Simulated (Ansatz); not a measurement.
Relaxation of C₃H₈GeO₂ (14 atoms, charge 0, multiplicity 1), to a largest force component of 0.015 eV/Å in at most 40 steps.

Computed with RKS PBE0/def2-SVP in Ansatz.

```xyz
14
Properties=species:S:1:pos:R:3:forces:R:3
C -0.987 -1.099 0.397 -1.93 3.50 0.38
C 0.029 -0.208 -0.310 -0.09 0.34 1.95
O 1.250 -0.136 0.385 -0.54 1.00 2.08
C -0.518 1.225 -0.749 -1.90 -3.86 -0.64
O -0.381 1.043 -2.139 -0.44 1.56 -1.58
Ge 0.329 -0.604 -2.160 -0.29 -0.55 -0.36
H -1.923 -1.093 -0.239 0.65 -0.33 0.68
H -0.618 -2.070 0.528 0.61 -1.89 0.39
H -1.297 -0.609 1.418 0.54 -0.98 -1.46
H 1.008 0.330 1.251 0.80 -1.03 -1.59
H -1.628 1.273 -0.476 1.13 0.51 -0.12
H 0.061 2.024 -0.373 0.85 1.37 0.68
H -0.641 -1.710 -2.748 0.57 0.52 -0.05
H 1.800 -0.599 -2.570 0.05 -0.16 -0.37
```

Where does it end, and by what steps?

It converged. The force dipped under the threshold on the way, but the program's further checks kept it going. After 13 steps the energy has fallen by 0.622 eV; H10 moved furthest, 0.24 Å.

```tsv
step	energy less start (eV)	largest force component (eV/Å)	accepted
0	0.0000	3.861	yes
1	-0.5588	0.875	yes
2	-0.6136	0.250	yes
3	-0.6173	0.136	yes
4	-0.6196	0.023	yes
5	-0.6199	0.032	yes
6	-0.6203	0.014	yes
7	-0.6208	0.024	yes
8	-0.6211	0.079	yes
9	-0.6215	0.075	yes
10	-0.6218	0.028	yes
11	-0.6220	0.025	yes
12	-0.6221	0.025	yes
13	-0.6221	0.009	yes
```

```xyz
14
Properties=species:S:1:pos:R:3
C -1.021 -1.045 0.439
C 0.021 -0.193 -0.259
O 1.205 -0.101 0.485
C -0.529 1.162 -0.799
O -0.567 0.991 -2.212
Ge 0.334 -0.589 -2.185
H -1.935 -1.155 -0.164
H -0.626 -2.048 0.661
H -1.317 -0.576 1.397
H 0.972 0.134 1.393
H -1.536 1.412 -0.415
H 0.166 1.971 -0.505
H -0.453 -1.716 -2.884
H 1.768 -0.479 -2.737
```

Whether the end is a true minimum wasn't checked by a vibrational analysis.

Run time: 86 s on 2 threads of Arm Neoverse V1, on a shared host, peak memory 0.44 GiB.
